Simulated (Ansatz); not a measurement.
The same atomization along the group F, Cl, Br.

Computed with Ansatz on PBE0-D4/def2-TZVP structures; ΔE is electronic, products minus reactants. CCSD(T)/CBS adds triple-zeta CCSD(T) − MP2 to the extrapolated MP2 energy (def2 sets, frozen cores). Small cases extrapolate CCSD(T) itself. Open shells (•) are unrestricted, without spin–orbit coupling. Spin–orbit coupling would lower the free atoms: a little for B, C, Cl, F; clearly for Br. For Br outer-core shells are correlated without core-valence functions, so the limit isn't a true one: a few kJ/mol of doubt a bond, and 10 to 20 or more in all where bonds break to atoms. Scalar relativity is left out up to krypton. One conformer a species, not always the lowest.

Problem. Order these by ΔE at CCSD(T)/CBS, lowest first. (Best estimate.)
A. `CNBCl` → B• + C• + Cl• + 5 H• + N•
B. `CNBBr` → B• + C• + Br• + 5 H• + N•
C. `CNBF` → B• + C• + F• + 5 H• + N•

Solution. B (+788.8 kcal/mol), A (+801.8 kcal/mol), C (+845.3 kcal/mol).

Largest T1 diagnostic: 0.014, for B•.

Extrapolated directly: `CNBF` → B• + C• + F• + 5 H• + N•.

For atomizations the MP2-based limit and the directly extrapolated one differ by several kJ/mol either way, and by 10 to 25 for some Ge, Se and Sn compounds, so smaller differences from it don't rank the levels.
